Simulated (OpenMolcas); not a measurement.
Multiconfigurational calculation on N III

Input:

```
&GATEWAY
Coord
1

N 0.0 0.0 0.0
Basis=ANO-R1
Group=XYZ
NoMove
AngMom=0.0 0.0 0.0
AMFI
&SEWARD
&RASSCF
FileOrb=start.orb
Symmetry=2
Spin=4
nActEl=3 0 0
Inactive=1 0
Ras2=1 3
CIRoot=1 1 1
SDav=1
CIMx=300
Iter=120 100
PrWF=0.3
OrbListing=Nothing
MaxOrb=0
Atom
>>> COPY $Project.JobIph JOB001
&RASSCF
FileOrb=start.orb
Symmetry=2
Spin=2
nActEl=3 0 0
Inactive=1 0
Ras2=1 3
CIRoot=11 11 1
SDav=11
CIMx=300
Iter=120 100
PrWF=0.3
OrbListing=Nothing
MaxOrb=0
Atom
>>> COPY $Project.JobIph JOB002
&RASSCF
FileOrb=start.orb
Symmetry=1
Spin=4
nActEl=3 0 0
Inactive=1 0
Ras2=1 3
CIRoot=3 3 1
SDav=3
CIMx=300
Iter=120 100
PrWF=0.3
OrbListing=Nothing
MaxOrb=0
Atom
>>> COPY $Project.JobIph JOB003
&RASSCF
FileOrb=start.orb
Symmetry=1
Spin=2
nActEl=3 0 0
Inactive=1 0
Ras2=1 3
CIRoot=9 9 1
SDav=9
CIMx=300
Iter=120 100
PrWF=0.3
OrbListing=Nothing
MaxOrb=0
Atom
>>> COPY $Project.JobIph JOB004
&RASSI
NrOfJobIphs=4 1 11 3 9
1
1 2 3 4 5 6 7 8 9 10 11
1 2 3
1 2 3 4 5 6 7 8 9
IphNames
JOB001
JOB002
JOB003
JOB004
EJob
SpinOrbit
DIPRint=1.0
SOCoupling=1000.0
Subsets=2
MEES
Property=10
'ANGMOM' 1 'ANGMOM' 2 'ANGMOM' 3 'MLTPL  1' 1 'MLTPL  1' 2 'MLTPL  1' 3
'AMFI' 1 'AMFI' 2 'AMFI' 3 'MLTPL  2' 6
SOProperty=3
'ANGMOM' 1 'ANGMOM' 2 'ANGMOM' 3
```

A driver script runs the steps one by one and writes start.orb anew before each from the orbitals found so far.

Output, cut to the results:

```
--- SEWARD ---
Basis set label: N.ANO-R...3S2P1D.

      Electronic valence basis set:
      ------------------
      Associated Effective Charge   7.000000 au
      Associated Actual Charge      7.000000 au
      Nuclear Model: Finite nucleus - Gaussian distribution
        Gaussian exponent, Xi/bohr**(-2):  6.28656E+08

      Shell  nPrim  nBasis  Cartesian Spherical Contaminant
         s      13       3        X
         p       8       2        X
         d       4       1                 X
                  Relativistic X2C integrals
                  Atomic mean-field integrals
--- RASSCF ---
Wave function specifications:
      -----------------------------

      Number of closed shell electrons           2
      Number of electrons in active shells       3
      Max number of holes in RAS1 space          0
      Max nr of electrons in RAS3 space          0
      Number of inactive orbitals                1
      Number of active orbitals                  4
      Number of secondary orbitals               9
      Spin quantum number                      1.5
      State symmetry                             2
Orbital specifications:
      -----------------------

      Symmetry species                           1   2
                                                ag  au
      Frozen orbitals                            0   0
      Inactive orbitals                          1   0
      Active orbitals                            1   3
      RAS1 orbitals                              0   0
      RAS2 orbitals                              1   3
      RAS3 orbitals                              0   0
      Secondary orbitals                         6   3
      Deleted orbitals                           0   0
      Number of basis functions                  8   6
      Number of CSFs                             1
      Number of root(s) required                 1
      Iter CI   SX   CI       RASSCF       Energy    max ROT     max BLB   max BLB  Level Ln srch  Step   QN
          iter iter root      energy       change     param      element    value   shift minimum  type update
 Nr of preliminary CI iterations:   1
 ###############################################################################
 ###############################################################################
 ###                                                                         ###
 ###                                                                         ###
 ###    WARNING: Problems in orbital optimization.                           ###
 ###                                                                         ###
 ###                                                                         ###
 ###############################################################################
 ###############################################################################
  Warning: In symmetry  1, orbital p=   2 has diagonal density matrix element D(p,p) close to zero. D(p,p)=  0.000000E+00
        1   1    1    1   -52.05221130    0.00E+00   0.00E+00    1   2 1 -2.56E-10   0.50   0.00    SX    NO
        ...
 ###############################################################################
 ###############################################################################
  Warning: In symmetry  1, orbital p=   2 has diagonal density matrix element D(p,p) close to zero. D(p,p)=  0.000000E+00
        4   1    1    1   -52.05221130    3.55E-14   0.00E+00    1   2 1 -2.56E-10   0.50   0.00    SX    NO
      Convergence after  4 iterations
        5   1    1    1   -52.05221130   -5.68E-14   0.00E+00    1   2 1 -2.56E-10   0.50   0.00    SX    NO
      Natural orbitals and occupation numbers for root  1
      sym 1:   0.000000
      sym 2:   1.000000   1.000000   1.000000
::    RASSCF root number  1 Total energy:    -52.05221130
--- RASSCF ---
Wave function specifications:
      -----------------------------

      Number of closed shell electrons           2
      Number of electrons in active shells       3
      Max number of holes in RAS1 space          0
      Max nr of electrons in RAS3 space          0
      Number of inactive orbitals                1
      Number of active orbitals                  4
      Number of secondary orbitals               9
      Spin quantum number                      0.5
      State symmetry                             2
Orbital specifications:
      -----------------------

...
--- RASSI ---
SPIN-FREE ENERGIES:
  (Shifted by EMIN (a.u.) =        -52.8685065499)

 SF State       Relative EMIN(au)   Rel lowest level(eV)    D:o, cm**(-1)      L_eff

     2             0.0000000000        0.0000000000              0.0000         1.0
     3             0.0000000000        0.0000000000              0.0000         1.0
     4             0.0000000000        0.0000000000              0.0000         1.0
    13             0.2279862045        6.2038206704          50037.1882         1.0
    14             0.2279862045        6.2038206704          50037.1882         1.0
    15             0.2279862045        6.2038206704          50037.1882         1.0
    16             0.4747443119       12.9184508405         104194.3329         2.0
    17             0.4747443119       12.9184508405         104194.3329         2.0
    18             0.4747443119       12.9184508405         104194.3329         2.0
    19             0.4747443119       12.9184508405         104194.3329         2.0
    20             0.4747443119       12.9184508405         104194.3329         2.0
    21             0.6091521020       16.5758731311         133693.4330         0.0
    22             0.6944971090       18.8982290796         152424.4970         1.0
    23             0.6944971090       18.8982290796         152424.4970         1.0
    24             0.6944971090       18.8982290796         152424.4970         1.0
     1             0.8162952494       22.2125253230         179156.0990         0.0
     8             0.9505838817       25.8667051631         208629.0470         2.0
     9             0.9505838817       25.8667051631         208629.0470         2.0
     7             0.9505838817       25.8667051631         208629.0470         2.0
     5             0.9505838817       25.8667051631         208629.0470         2.0
     6             0.9505838817       25.8667051631         208629.0470         2.0
...
```

Levels above the lowest, from the spin-orbit matrix, grouped by J:

```tsv
Configuration	Term	J	E (cm⁻¹)	Measured (cm⁻¹)	g	Term weight %
2s² 2p	²P°	1/2	0.0	0.0	0.666	100
2s² 2p	²P°	3/2	154	174	1.334	100
2s 2p²	⁴P	1/2	50046		2.671	100
2s 2p²	⁴P	3/2	50102	57247	1.735	100
2s 2p²	⁴P	5/2	50196	57328	1.601	100
2s 2p²	²D	3/2	104297	101031	0.800	100
2s 2p²	²D	5/2	104297	101024	1.200	100
2s 2p²	²S	1/2	133796	131004	2.002	100
2s 2p²	²P	1/2	152455	145876	0.666	100
2s 2p²	²P	3/2	152564	145986	1.334	100
2p³	⁴S°	3/2	179259	186797	2.002	100
2p³	²D°	3/2	208731	203089	0.800	100
2p³	²D°	5/2	208732	203075	1.200	100
2p³	²P°	1/2	238323	230404	0.666	100
2p³	²P°	3/2	238330	230409	1.334	100
```

Against the 13 measured excited levels shown (Moore, Selected Tables of Atomic Spectra, NSRDS-NBS 3, section 5) the mean absolute deviation is 5500 cm-1; the largest miss in energy is 2p³ ²P°_3/2: computed 238330, measured 230409 cm⁻¹ (+3.4 %), and the largest in proportion 2s 2p² ⁴P_3/2 (-12.5 %).

Computed and measured levels are paired by configuration, term and J; levels that our copy of the source lacks, or whose pairing is in doubt (as where it misses far off the trend of its configuration), stay unpaired and out of the deviations. Only configurations of the active space appear.

The term weight is that of the spin-free term in the level, not the purity of its configuration. ° marks odd parity.
